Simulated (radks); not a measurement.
Results of a calculation; reference values are marked as such.
Task: The germanium ion Ge+, configuration [Ar] 3d10 4s2 4p1. Code: a radial shooting solver on a logarithmic mesh with Libxc functionals. Model: non-relativistic Kohn-Sham, RPBE, spin-polarised, spherical densities, point nucleus; open shells are filled with parallel spins first. Some entries of the table are withheld. Estimate them.

| orbital | occ. | eigenvalue (eV) | <r^2> (bohr^2) | <1/r> (bohr^-1) |
|---|---|---|---|---|
| 1s up | 1 | -10813.19 | 0.003067 | 31.51 |
| 1s down | 1 | -10813.16 | 0.003067 | 31.51 |
| 2s up | 1 | -1346.194 | 0.05384 | 6.921 |
| 2s down | 1 | -1346.187 | 0.05384 | 6.921 |
| 2p up | 3 | -1199.179 | 0.04199 | 6.891 |
| 2p down | 3 | -1199.152 | 0.04199 | 6.891 |
| 3s up | 1 | -172.0208 | 0.4648 | 2.232 |
| 3s down | 1 | -171.9864 | 0.4646 | 2.232 |
| 3p up | 3 | -123.3595 | 0.4997 | 2.109 |
| 3p down | 3 | -123.3173 | 0.4993 | 2.109 |
| 3d up | 5 | (1) | 0.6867 | (2) |
| 3d down | 5 | (3) | 0.6791 | (4) |
| 4s up | 1 | -19.8223 | 4.889 | (5) |
| 4s down | 1 | -18.7751 | 4.896 | (6) |
| 4p up | 1 | -11.6491 | 7.572 | 0.5037 |
| 4p down | 0 | -10.6023 | 7.845 | 0.4986 |

Result: 
(1) 3d up eigenvalue (eV): -39.0763
(2) 3d up <1/r> (bohr^-1): 1.787
(3) 3d down eigenvalue (eV): -38.9851
(4) 3d down <1/r> (bohr^-1): 1.790
(5) 4s up <1/r> (bohr^-1): 0.6293
(6) 4s down <1/r> (bohr^-1): 0.6334
